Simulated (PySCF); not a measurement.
## From computed data to an observable: refractive index and permittivity of the vapour

C6H7, SMILES [C]1=CC=CCC1, multiplicity 2.

Coordinates come from a B3LYP-D3(BJ)/def2-SVP optimisation. The isomer is the one that the SMILES or the coordinates give; other isomers of the formula were not compared. Other conformers were not sampled.

PBE0/def2-TZVP run with PySCF gives a mean static polarisability of 66.6 bohr³ and a dipole moment of 1.09 D. Take an ideal gas at 298.15 K and 1 bar, whether or not the substance is that volatile.

Work out n − 1 in the optical limit and the static ε − 1.


Polarisability volume α' = 66.6 × 0.148185 = 9.87 Å³. Number density N = p/kT = 2.43e-5 Å⁻³.
Dilute limit of Lorentz–Lorenz: n − 1 = 2π N α' = 0.0015.
Orientation term of Debye: μ²/(3kT) = 8.098 Å³ × μ²(D²) = 9.62 Å³.
ε − 1 = 4π N (α' + μ²/3kT) = 0.0059. Orientation of the dipole supplies 49 % of the static response; it can't follow optical fields. Vibrational polarisation and dispersion are left out.
